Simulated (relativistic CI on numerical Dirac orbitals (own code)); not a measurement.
**Level scheme of Er44+**

These numbers are calculated, not measured: Dirac-Coulomb-Breit CI, orbitals from a KLI potential per configuration, a model potential for QED, unscaled Slater integrals (own radial code, finite nucleus).

CI space (outside the closed core [Ne]): 3s2 3p6 3d6, 3s2 3p5 3d7, 3s2 3p4 3d8, 3s 3p6 3d7, 3p6 3d8, 3s 3p5 3d8, 3s2 3p6 3d5 4s, 3s2 3p6 3d5 4p, 3s2 3p4 3d7 4s, 3s2 3p6 3d5 4d, 3s2 3p4 3d7 4p, 3s2 3p5 3d6 4s, 3s2 3p6 3d5 4f, 3s2 3p4 3d7 4d, 3s 3p5 3d7 4s, 3s2 3p5 3d6 4p, 3s2 3p5 3d6 4d, 3s2 3p6 3d4 4s2, 3s 3p6 3d6 4s, 3p6 3d7 4s, 3p6 3d7 4p, 3s2 3p6 3d5 5s, 3p6 3d7 4d, 3s 3p6 3d5 4s2. Levels of other configurations are missing.

The lowest level is 3s2 3p6 3d6 3F_4, with 39 % of that term; Hund's rules for 3s2 3p6 3d6 give 5D with J = 4, of which the calculation keeps J, while another term leads.

```tsv
No.	Configuration	Term	J	E (eV)	%	Lifetime (s)	jj configuration (%)
1	3s2 3p6 3d6	3F	4	0.000	39		3d5/2^2 (96)
2	3s2 3p6 3d6	3P	2	6.689	42	6.66e+01	3d5/2^2 (95)
3	3s2 3p6 3d6	3P	0	21.174	49	4.22e-01	3d5/2^2 (86)
4	3s2 3p6 3d6	5D	3	39.858	67	1.12e-06	3d3/2^3 3d5/2^3 (96)
5	3s2 3p6 3d6	5D	4	42.135	43	1.18e-06	3d3/2^3 3d5/2^3 (95)
6	3s2 3p6 3d6	5D	1	44.004	52	1.06e-06	3d3/2^3 3d5/2^3 (96)
7	3s2 3p6 3d6	3G	5	49.541	60	5.35e-06	3d3/2^3 3d5/2^3 (100)
8	3s2 3p6 3d6	3H	6	49.680	69	1.48e-01	3d3/2^3 3d5/2^3 (99)
9	3s2 3p6 3d6	3F	2	55.084	48	1.67e-06	3d3/2^3 3d5/2^3 (95)
10	3s2 3p6 3d6	3D	3	56.376	30	2.25e-06	3d3/2^3 3d5/2^3 (97)
11	3s2 3p6 3d6	3P	0	65.710	74	1.78e-05	3d3/2^3 3d5/2^3 (83)
12	3s2 3p6 3d6	3D	2	68.205	37	5.59e-06	3d3/2^3 3d5/2^3 (85)
13	3s2 3p6 3d6	1G	4	68.345	40	2.81e-05	3d3/2^3 3d5/2^3 (93)
14	3s2 3p6 3d6	3P	1	68.928	58	2.17e-06	3d3/2^3 3d5/2^3 (95)
15	3s2 3p6 3d6	3F	3	71.427	54	3.41e-06	3d3/2^3 3d5/2^3 (99)
16	3s2 3p6 3d6	5D	2	85.404	59	4.85e-07	3d3/2^2 3d5/2^4 (95)
17	3s2 3p6 3d6	5D	0	88.255	61	4.32e-07	3d3/2^2 3d5/2^4 (95)
18	3s2 3p6 3d6	3H	4	91.505	42	5.73e-07	3d3/2^2 3d5/2^4 (98)
19	3s2 3p6 3d6	3D	3	94.799	27	6.27e-07	3d3/2^2 3d5/2^4 (92)
20	3s2 3p6 3d6	3H	5	95.427	60	1.05e-06	3d3/2^2 3d5/2^4 (100)
21	3s2 3p6 3d6	1I	6	98.878	69	1.68e-06	3d3/2^2 3d5/2^4 (99)
22	3s2 3p6 3d6	3G	3	101.070	44	9.34e-07	3d3/2^2 3d5/2^4 (97)
23	3s2 3p6 3d6	3P	1	104.213	48	7.64e-07	3d3/2^2 3d5/2^4 (93)
24	3s2 3p6 3d6	1G	4	106.086	53	1.16e-06	3d3/2^2 3d5/2^4 (94)
25	3s2 3p6 3d6	3F	2	106.793	34	9.67e-07	3d3/2^2 3d5/2^4 (93)
26	3s2 3p6 3d6	3F	2	116.779	70	6.43e-07	3d3/2^2 3d5/2^4 (96)
27	3s2 3p6 3d6	3F	4	120.905	62	9.69e-07	3d3/2^2 3d5/2^4 (96)
28	3s2 3p6 3d6	3P	1	136.323	63	2.66e-07	3d3/2 3d5/2^5 (98)
29	3s2 3p6 3d6	1D	2	137.909	82	9.72e-07	3d3/2^2 3d5/2^4 (95)
30	3s2 3p6 3d6	1G	4	148.621	42	3.89e-07	3d3/2 3d5/2^5 (95)
31	3s2 3p6 3d6	1S	0	152.281	78	6.59e-07	3d3/2^2 3d5/2^4 (88)
32	3s2 3p6 3d6	3P	2	153.911	36	4.11e-07	3d3/2 3d5/2^5 (94)
33	3s2 3p6 3d6	3F	3	155.848	39	4.43e-07	3d3/2 3d5/2^5 (96)
34	3s2 3p6 3d6	3P	0	194.151	56	2.03e-07	3d5/2^6 (92)
35	3p5 3d7(4F)	5G°	6	327.316	71	5.57e-11	3p3/2^3 3d5/2^3 (93)
36	3p5 3d7(2D)	3P°	0	337.362	57	4.53e-11	3p3/2^3 3d5/2^3 (97)
37	3p5 3d7(2G)	3G°	5	338.065	45	4.03e-12	3p3/2^3 3d5/2^3 (97)
38	3p5 3d7(2P)	3D°	3	338.200	58	1.01e-11	3p3/2^3 3d5/2^3 (95)
39	3p5 3d7(2D)	3F°	4	349.307	54	4.52e-11	3p3/2^3 3d5/2^3 (90)
40	3p5 3d7(2P)	3P°	2	349.760	34	1.82e-11	3p3/2^3 3d5/2^3 (94)
41	3p5 3d7(2D)	3P°	2	362.332	34	1.35e-12	3p3/2^3 3d5/2^3 (94)
42	3p5 3d7(2D)	3D°	3	367.578	45	2.38e-12	3p3/2^3 3d5/2^3 (91)
43	3p5 3d7(4F)	3F°	4	367.863	34	8.77e-13	3p3/2^3 3d5/2^3 (86)
44	3p5 3d7(4F)	5G°	5	374.044	68	1.36e-11	3p3/2^3 3d3/2^3 3d5/2^4 (96)
45	3p5 3d7(4F)	3D°	3	378.049	35	6.34e-13	3p3/2^3 3d5/2^3 (85)
46	3p5 3d7(2D)	3D°	1	378.770	29	1.39e-12	3p3/2^3 3d5/2^3 (85)
47	3p5 3d7(2G)	3H°	6	380.692	53	1.24e-11	3p3/2^3 3d3/2^3 3d5/2^4 (93)
48	3p5 3d7(4P)	5D°	4	383.737	35	4.88e-12	3p3/2^3 3d3/2^3 3d5/2^4 (92)
49	3p5 3d7(2D)	3P°	1	386.452	36	8.11e-13	3p3/2^3 3d5/2^3 (65)
50	3p5 3d7(4F)	3D°	2	386.935	43	3.60e-12	3p3/2^3 3d3/2^3 3d5/2^4 (97)
51	3p5 3d7(2D)	3F°	3	386.950	23	5.43e-12	3p3/2^3 3d3/2^3 3d5/2^4 (96)
52	3p5 3d7(4F)	3G°	4	389.725	41	4.51e-12	3p3/2^3 3d3/2^3 3d5/2^4 (95)
53	3p5 3d7(4P)	3P°	1	391.496	54	1.86e-12	3p3/2^3 3d3/2^3 3d5/2^4 (80)
54	3p5 3d7(4F)	3F°	2	394.206	26	4.62e-12	3p3/2^3 3d3/2^3 3d5/2^4 (97)
55	3p5 3d7(2H)	3I°	7	394.296	100	1.43e-11	3p3/2^3 3d3/2^3 3d5/2^4 (100)
56	3p5 3d7(2H)	3H°	5	398.371	50	2.14e-12	3p3/2^3 3d3/2^3 3d5/2^4 (96)
57	3p5 3d7(2G)	3F°	4	399.633	26	1.38e-12	3p3/2^3 3d3/2^3 3d5/2^4 (88)
58	3p5 3d7(2F)	3F°	3	401.062	38	1.81e-12	3p3/2^3 3d3/2^3 3d5/2^4 (93)
59	3p5 3d7(2D)	3D°	3	401.715	27	1.39e-12	3p3/2^3 3d3/2^3 3d5/2^4 (88)
60	3p5 3d7(2G)	1H°	5	403.455	41	3.53e-12	3p3/2^3 3d3/2^3 3d5/2^4 (96)
61	3p5 3d7(2F)	1G°	4	405.122	48	4.35e-12	3p3/2^3 3d3/2^3 3d5/2^4 (92)
62	3p5 3d7(2H)	3H°	6	409.123	67	1.17e-12	3p3/2^3 3d3/2^3 3d5/2^4 (96)
63	3p5 3d7(2G)	3F°	2	409.470	31	1.13e-12	3p3/2^3 3d3/2^3 3d5/2^4 (90)
64	3p5 3d7(4P)	3D°	1	410.427	52	1.19e-12	3p3/2^3 3d3/2^3 3d5/2^4 (79)
65	3p5 3d7(4F)	5D°	0	415.137	59	7.18e-13	3p3/2^3 3d3/2^3 3d5/2^4 (80)
66	3s2 3p5 3d7	3D°	2	416.039	29	1.36e-12	3p3/2^3 3d3/2^3 3d5/2^4 (85)
67	3p5 3d7(4P)	5D°	2	419.470	28	8.58e-13	3p3/2^3 3d3/2^3 3d5/2^4 (88)
68	3p5 3d7(2G)	3F°	3	420.480	28	1.07e-12	3p3/2^3 3d3/2^3 3d5/2^4 (88)
69	3p5 3d7(2H)	3G°	5	425.600	46	6.85e-13	3p3/2^3 3d3/2^3 3d5/2^4 (89)
70	3p5 3d7(4F)	3F°	3	426.334	28	5.94e-13	3p3/2^3 3d3/2^3 3d5/2^4 (77)
```

Energies count from the lowest computed level; ° marks odd parity; lifetimes are radiative, by E1, M1, E2, M2 decay to levels of this space only. Percentages are summed over parent terms; the parents shown are those of the largest component, closed shells are left out there. Filled j subshells are mostly left out of the jj labels.

The mean weight of the leading LS term, summed over parents, in these 70 levels is 48 %, and that of the leading jj configuration (from the same eigenvectors) 92 %, so jj coupling describes them better and the LS labels are nominal.

At this charge energies of transitions that change n are usually good to better than 1 %, and those within a shell (Δn = 0) to a few per cent.

LS names give the leading component of a level, which can be under half, so a name can repeat, a term be missing and a line seem to break the LS rules.
